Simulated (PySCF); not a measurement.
# Deuteron quadrupole couplings in `CC(=O)c1cocp1`

Compound: C₅H₅O₂P.
Cartesian coordinates in Å at the GFN2-xTB level; atoms count from 1:
```
atom  x, y, z in Å
C1    -2.1450   -0.1628   -0.2758
C2    -1.1739    0.2865    0.7830
O3    -1.5143    0.7822    1.8331
C4     0.2434    0.0789    0.4499
C5     1.2679    0.4239    1.2913
O6     2.4846    0.1732    0.8448
C7     2.4519   -0.3825   -0.3757
P8     0.9023   -0.6307   -1.0478
H9    -2.0068   -1.2254   -0.4689
H10   -1.9485    0.3755   -1.2016
H11   -3.1655    0.0228    0.0476
H12    1.1854    0.8718    2.2659
H13    3.4140   -0.6129   -0.7991
```

Level: PBE0/pcSseg-1 (PySCF, non-relativistic); Q(2H) = 0.00286 b; rigid geometry, the same for H and D, with no vibrational averaging.

Task: Tabulate Vzz, the asymmetry η and χzz = 234.96 MHz × Q × Vzz for every hydrogen position.

Result: 
| atom | bonded to | bond length (Å) | Vzz (au) | η | χzz (kHz) |
| --- | --- | --- | --- | --- | --- |
| H9 | C1 | 1.089 | 0.3104 | 0.03 | 209 |
| H10 | C1 | 1.089 | 0.3104 | 0.03 | 209 |
| H11 | C1 | 1.087 | 0.3136 | 0.01 | 211 |
| H12 | C5 | 1.076 | 0.3268 | 0.07 | 220 |
| H13 | C7 | 1.076 | 0.3325 | 0.11 | 223 |

Task: Give the 2H NMR doublet splittings at H9 for a magnetic field along the z, y and x axes of the gradient: 3χ/2, 3χ(1 + η)/4, 3χ(1 − η)/4.

Result: With |χ| = 208.6 kHz and η = 0.033: 313, 162 and 151 kHz, to first order and without motion.

Geometry: GFN2-xTB, one conformer, isolated molecule. GFN2-xTB bond lengths can be off by several hundredths of an ångström, more for odd bonds, and the gradients follow them. With a basis this small, the couplings can be 20 % off.
